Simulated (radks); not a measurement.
Results of a calculation; reference values are marked as such.
All-electron atom: Cr3+ in [Ar] 3d2.5 4s0.5 (fractional occupations, a model configuration).

Code: a radial shooting solver on a logarithmic mesh with Libxc functionals. Model: non-relativistic Kohn-Sham, SCAN, spin-polarised, spherical densities, point nucleus; open shells are filled with parallel spins first; meta-GGA in the generalised Kohn-Sham scheme.

Energy parts (eV):
part                      energy
total                 -28360.455
kinetic                28338.952
electron-nucleus      -66478.507
Hartree                11069.543
exchange-correlation   -1290.444

Orbitals (lengths in bohr, moments of r in powers of bohr):
orbital  occ.  eigenvalue (eV)      <r>       <r^4>
1s up       1        -5900.139  0.06421  0.00007837
1s down     1        -5900.110  0.06421  0.00007837
2s up       1        -712.5165   0.2955     0.01863
2s down     1        -710.7663   0.2949     0.01847
2p up       3        -610.7174   0.2610     0.01436
2p down     3        -609.4122   0.2604     0.01419
3s up       1        -119.7340   0.8879       1.300
3s down     1        -115.6624   0.8923       1.328
3p up       3         -90.4524   0.9302       1.729
3p down     3         -86.4366   0.9345       1.756
3d up     2.5         -44.1108    1.064       4.189
4s up     0.5         -30.6688    2.390       60.02

The highest occupied level is 4s up at -30.669 eV. Spin moment in Bohr magnetons: 3. The spin density at the nucleus is 3.605 e/bohr^3 (1s 0.059, 2s -1.316, 3s 0.910, 4s 3.952), a Fermi contact field of 189 T. The density falls to 0.001 e/bohr^3 at r = 3.25 bohr. Summed over all electrons, <r^2> = 15.35 bohr^2, which gives a Langevin (diamagnetic) susceptibility term of -12.2 x 10^-6 cm^3/mol. The electron density at the nucleus is 9321 e/bohr^3.

Empty levels of this run are not shown, since the potential may be unsettled where no density lies.
